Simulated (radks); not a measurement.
Values are calculated unless marked as measured or tabulated.
Problem. The mean radii <r> (bohr) of the occupied orbitals of an atom or ion are listed with their occupations. Code: a radial shooting solver on a logarithmic mesh with Libxc functionals. Model: Dirac Kohn-Sham, PBE, spin-unpolarised, spherical densities, finite nucleus; Fermi nuclear charge, rms radius of each element as measured or else 0.836 A^(1/3) + 0.57 fm.

orbital  occ.      <r>
1s1/2       2  0.01659
2s1/2       2  0.06926
2p1/2       2  0.05692
2p3/2       4  0.06560
3s1/2       2   0.1801
3p1/2       2   0.1704
3p3/2       4   0.1863
3d3/2       4   0.1621
3d5/2       6   0.1670
4s1/2       2   0.3992
4p1/2       2   0.4011
4p3/2       4   0.4353
4d3/2       4   0.4424
4d5/2       6   0.4536
5s1/2       2   0.9011
4f5/2       6   0.4791
4f7/2       8   0.4858
5p1/2       2   0.9690
5p3/2       4    1.063
5d3/2     3.6    1.382
5d5/2     5.4    1.431
6s1/2       1    2.327

Name the element and its charge. Open shells, if any, are shared by 2j + 1.

Solution. Z = 80, mercury, charge +2: Hg2+ in [Xe] 4f14 5d9 6s1. The 1s radius gives Z: for a bare nucleus <r> = (2 gamma + 1)/(2Z) with gamma = sqrt(1 - (Z/c)^2), 0.0164 bohr for Z = 80, and screening makes it slightly larger (0.01659 here). The occupations add up to 78, and the charge is Z minus that.
